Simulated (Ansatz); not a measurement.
Which method gave which barrier?

Saddle point of BH5SO2, singlet (BH₃SO₂ ([OH][B]([OH])[SH]) + H₂ → BH₃O₂ ([OH][BH][OH]) + H₂S; bonds formed: B1–H6, S2–H5; bonds broken: B1–S2, H5–H6), PBE0-D4/def2-TZVP structure:

B1  (-0.124, -0.375, 0.119)
S2  (0.893, 1.419, -0.612)
O3  (-1.387, -0.092, 0.578)
O4  (0.109, -1.424, -0.746)
H5  (0.949, 0.388, 0.718)
H6  (0.649, -0.432, 1.232)
H7  (0.036, 2.219, 0.040)
H8  (-2.050, -0.321, -0.079)
H9  (0.924, -1.381, -1.248)
(Å)

Ansatz 0.2.0; basis: def2-TZVPP, with def2-QZVPP for the basis limit; cores frozen in the correlated methods. Extrapolation: Hartree–Fock as exp(−7.88 √X), correlation as X^−2.97. Four methods, as single points on the PBE0-D4 structures, gave these electronic barriers from the start structure: 1.756, 1.906, 2.164, 2.779 eV.

(1) The methods were, in alphabetical order, HF, MP2, PBE-D4, PBE0-D4. Which gave which? (Judge from chemistry; the calculation decides.)

T1 diagnostic: at most 0.013.

Answers

(1) The calculation gives: PBE-D4 1.756; PBE0-D4 1.906; MP2 2.164; HF 2.779 eV. For comparison, CCSD(T) at an estimated basis limit (MP2 extrapolated from triple and quadruple zeta, plus CCSD(T) − MP2 in triple zeta) gives 2.181 eV.

Labels in which every atom is bracketed show which atoms are joined, not bond orders.

For scale, one of the runs: CCSD(T)/def2-TZVPP, 205 basis functions, launched by `ansatz run in.yaml --threads 4 --pin off --events-out ev --progress --plain --max-ram 9574MiB`. The run took 77 s on 4 CPU threads of an AMD EPYC (shared host), with 2.8 GiB of host memory at its peak.
